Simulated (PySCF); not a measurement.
The multiplicity is imposed and other spin states were not computed.

[Zn(OCH3)2] (charge 0, multiplicity 1)

These are PBE-D3(BJ)/def2-TZVP // BP86-D3(BJ)/def2-SVP (PySCF 2.14.0) values and carry that method's errors.

```yaml
HOMO: -5.78 eV
dipole_moment: 1.95 D
HOMO–LUMO gap: 3.72 eV
LUMO: -2.06 eV
charge on the central atom (Mulliken): 0.46 e
charge on the central atom (meta-Löwdin): 1.23 e
total_energy: -2009.2285 Ha
cost: around 110 core-seconds (rough)
```

```xyz
11

Zn    -0.0879    -0.2096    -0.1417
O     -1.1952    -0.5442     1.2135
C     -1.9238    -1.7422     1.3444
H     -2.6492    -1.9252     0.5110
H     -2.5250    -1.6918     2.2824
H     -1.2832    -2.6572     1.4264
O      1.0756     0.4546    -1.3163
C      1.4936    -0.2339    -2.4716
H      2.0125    -1.2036    -2.2601
H      2.2260     0.4038    -3.0200
H      0.6651    -0.4574    -3.1913
```
Charge 0, spin multiplicity 1.
